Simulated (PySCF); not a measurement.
**Correlation energy of K (potassium, neutral)**

[Ar] 4s1, 2S determinant. Calculation: PySCF 2.14, in x2c-QZVPPall with one added diffuse shell each of s, p, d, f type (12s8p5d4f, 89 functions); scalar relativity by spin-free X2C-1e. Frozen: [Ne]; 9 electrons correlated.

| level | correlation energy (mhartree) |
| --- | --- |
| CCSD | -219.47 |
| (T) | -6.66 |
| CCSD(T) | -226.13 |

Diagnostics: T1 = 0.016, D1 = 0.0680, largest double amplitude 0.030.

Cost of the coupled-cluster step: roughly 50 core-seconds, for 9 correlated electrons.

Iterations:

```
CC2 = 0
CCSD nocc = (np.int64(5), np.int64(4)), nmo = (84, 84)
frozen orbitals [[0, 1, 2, 3, 4], [0, 1, 2, 3, 4]]
max_cycle = 100
direct = 0
conv_tol = 1e-08
conv_tol_normt = 1e-06
diis_space = 8
diis_start_cycle = 0
Init t2, MP2 energy = -0.199225492226903
Init E_corr(UCCSD) = -0.19922549226992
cycle = 1  E_corr(UCCSD) = -0.215185992225136  dE = -0.0159605  norm(t1,t2) = 0.0422384
cycle = 2  E_corr(UCCSD) = -0.218345510979733  dE = -0.00315951875  norm(t1,t2) = 0.0174789
cycle = 3  E_corr(UCCSD) = -0.219820206573366  dE = -0.00147469559  norm(t1,t2) = 0.00951605
cycle = 4  E_corr(UCCSD) = -0.219495537630062  dE = 0.000324668943  norm(t1,t2) = 0.00131743
cycle = 5  E_corr(UCCSD) = -0.219465903918429  dE = 2.96337116e-05  norm(t1,t2) = 0.00026038
cycle = 6  E_corr(UCCSD) = -0.219471473189226  dE = -5.5692708e-06  norm(t1,t2) = 5.16601e-05
cycle = 7  E_corr(UCCSD) = -0.21947170578398  dE = -2.32594754e-07  norm(t1,t2) = 7.27001e-06
cycle = 8  E_corr(UCCSD) = -0.219471649158325  dE = 5.66256546e-08  norm(t1,t2) = 1.4031e-06
cycle = 9  E_corr(UCCSD) = -0.219471647585223  dE = 1.57310243e-09  norm(t1,t2) = 3.02461e-07
UCCSD converged
E(UCCSD) = -601.6834883599971  E_corr = -0.2194716475852229
UCCSD(T) correction = -0.00665509446196865
```

This basis was not built for core-valence correlation, so the inner-shell part is incomplete.
